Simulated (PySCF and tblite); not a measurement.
C9H8O, numbered as in [CH2:1]=[CH:2][C:3](=[O:4])[c:5]1[cH:6][cH:7][cH:8][cH:9][cH:10]1. Level: PBE0-D3(BJ)/def2-SVP (IEF-PCM, chloroform)//GFN2-xTB, thermal terms from GFN2-xTB, symmetry numbers and mirror pairs counted. Conformers within 3 kcal/mol (GFN2-xTB free energy) were kept, 8 at most. GIAO shieldings: mPW1PW91/pcSseg-1 (IEF-PCM, chloroform). Couplings: B3LYP/6-31G* with pcJ-1 on H (gas phase; spin-dipole term only for pairs with B, N, F, Si or P). H–H couplings come out 0.1 to 0.9 Hz lower than with pcJ-1 on all atoms. Shifts are against TMS (¹H), TMS (¹³C) at the same level; of two unlike H on one atom, a is the less shielded. (PySCF 2.14, tblite 0.8.)

Torsions listed: C1–C2–C3–O4, O4–C3–C5–C6. Of a mirror pair one member is shown.

Two conformers hold nearly all the population. I: 13°, -149°; δ(H1a) = 7.24 ppm. II: 147°, -33°; δ(H1a) = 6.17 ppm. The average over the ensemble at 298.15 K is 7.11 ppm.

**Question.** What populations and free-energy difference follow from a two-state model?

**Answer.** p(I) = (7.11 − 6.17)/(7.24 − 6.17) = 0.88, so K = p(II)/p(I) = 0.14 and G(II) − G(I) = −RT ln K = 1.17 kcal/mol. The weights computed directly are 87.6 % and 12.4 %.
